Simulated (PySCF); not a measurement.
## Sr²⁶⁺ (strontium, charge +26): Hartree-Fock from Schrödinger to Dirac-Coulomb-Breit

Occupied: 1s1/2, 2s1/2, 2p1/2, 2p3/2, 3s1/2. Hartree-Fock calculated with PySCF 2.14 in an uncontracted even-tempered set (17 s from 1.6 bohr⁻², ratio 2.7; 13 p from 1.9 bohr⁻², ratio 2.7), Gaussian nucleus throughout. NR is non-relativistic, sf-X2C the spin-free one-electron X2C Hamiltonian, X2C adds the bare one-electron spin-orbit term, X2C-SNSO screens it by Boettger's factors, DC is four-component Dirac-Coulomb, and the Gaunt and Breit terms are added at first order (total energies over the DC spinors, levels after relaxing the spinors in that mean field). QED terms are absent. Levels marked empty are virtual spinors of this ion; the basis has s and p functions only, so 3d, which can lie below the n = 4 levels, is absent.

```csv
Hamiltonian,E (hartree),E − E(DC) (hartree),CPU seconds
NR,-2668.2064,45.2286,0.18
sf-X2C,-2712.6501,0.7848,0.1
X2C,-2712.8898,0.5452,0.13
X2C-SNSO,-2712.8648,0.5702,0.13
DC,-2713.4350,0.0000,5.9
DC+Gaunt,-2711.7493,1.6856,10
DC+Breit,-2711.8956,1.5393,34
```

Problem. Give the 2p spin-orbit interval with each Hamiltonian that has one.

Solution. X2C 75.82; X2C-SNSO 71.73; DC 71.27; DC+Gaunt 70.02; DC+Breit 70.02 (eV).

| level (eV) | NR | sf-X2C | X2C | X2C-SNSO | DC | DC+Gaunt | DC+Breit |
| --- | --- | --- | --- | --- | --- | --- | --- |
| 1s1/2 | -17152.1 | -17474.3 | -17473.8 | -17473.9 | -17484.5 | -17457.1 | -17458.8 |
| 2s1/2 | -3387.2 | -3469.3 | -3469.2 | -3469.2 | -3470.4 | -3467.9 | -3468.0 |
| 2p1/2 | -3196.2 | -3219.8 | -3271.4 | -3268.5 | -3268.9 | -3264.5 | -3265.0 |
| 2p3/2 | -3196.2 | -3219.8 | -3195.5 | -3196.8 | -3197.6 | -3194.5 | -3195.0 |
| 3s1/2 | -1304.2 | -1327.4 | -1327.4 | -1327.4 | -1327.6 | -1327.0 | -1327.1 |
| 3p1/2 (empty) | -1200.0 | -1208.6 | -1220.3 | -1219.6 | -1219.7 | -1218.7 | -1218.8 |
| 3p3/2 (empty) | -1200.0 | -1208.6 | -1203.1 | -1203.4 | -1203.5 | -1202.8 | -1203.0 |
| 4s1/2 (empty) | -661.49 | -670.13 | -670.12 | -670.12 | -670.20 | -669.99 | -670.02 |

Weight of the small component: 1s1/2 0.0191, 2s1/2 0.00400, 2p1/2 0.00394, 2p3/2 0.00384, 3s1/2 0.00140, 3p1/2 0.00135, 3p3/2 0.00133, 4s1/2 0.000637.

Koopmans' value for the highest occupied level at DC+Breit: 1327.1 eV, against an ionisation energy of 1333.4 ± 1.9 eV (semi-empirical (NIST evaluation); NIST Atomic Spectra Database, ionization energies); the former lacks relaxation, correlation, QED and recoil.

The whole ladder took 52 s of wall time on 1 thread of AMD EPYC 9R45 96-Core Processor (shared host), launched as `OMP_NUM_THREADS=1 python relrun2.py TASK.json OUT` (a driver that calls PySCF for each Hamiltonian).
